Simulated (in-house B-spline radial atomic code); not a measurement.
## Ionising Tl with different functionals

Computed with a B-spline radial code for spherical atoms: four-component Dirac-Coulomb Hamiltonian, Fermi nucleus of rms radius 5.4759 fm, spin-restricted, spherical fractional occupations for the functionals. The ionisation energy is the difference of two self-consistent energies, [Xe] 4f14 5d10 6s2 6p1 → [Xe] 4f14 5d10 6s2, without Breit or QED terms; ε is the level of the shell that loses the electron (mean over j). The electron is taken from both j subshells in proportion to 2j + 1, so the result is a j average, not the step between ground levels.

Hybrids are left out here: with spherical fractional occupations of an open shell their exact exchange keeps a self-interaction that integer-occupation calculations don't have.

| method | rung | ΔSCF (eV) | -ε(6p) (eV) |
| --- | --- | --- | --- |
| LDA VWN5 | LDA | 5.51 | 2.66 |
| relativistic LDA | LDA | 5.51 | 2.66 |
| LDA PW92 | LDA | 5.51 | 2.66 |
| LDA exchange-only | LDA | 4.59 | 1.85 |
| PBE | GGA | 5.27 | 2.46 |
| PBEsol | GGA | 5.26 | 2.45 |
| BLYP | GGA | 5.29 | 2.44 |
| RPBE | GGA | ? | ? |
| PW91 | GGA | 5.33 | 2.49 |
| BP86 | GGA | 5.40 | 2.61 |
| AM05 | GGA | ? | ? |
| OLYP | GGA | 5.05 | 2.21 |

(1) What does RPBE give?

(2) What does AM05 give?

(3) How do they compare with the NIST value?

Results:

(1) ΔSCF 5.20 eV, and -ε(6p) = 2.39 eV.

(2) ΔSCF 5.22 eV, and -ε(6p) = 2.41 eV.

(3) NIST lists 6.108 eV (measured, ground level to ground level). Errors run from -1.52 to -0.60 eV. The correlated functionals all miss on the same side by more than they spread, so the cause is common to them (Breit-QED terms, spin polarisation, the choice among j levels, multiplet and fine-structure energies, or a listed next ion that isn't the cheapest removal here) and closeness doesn't rank the functionals.
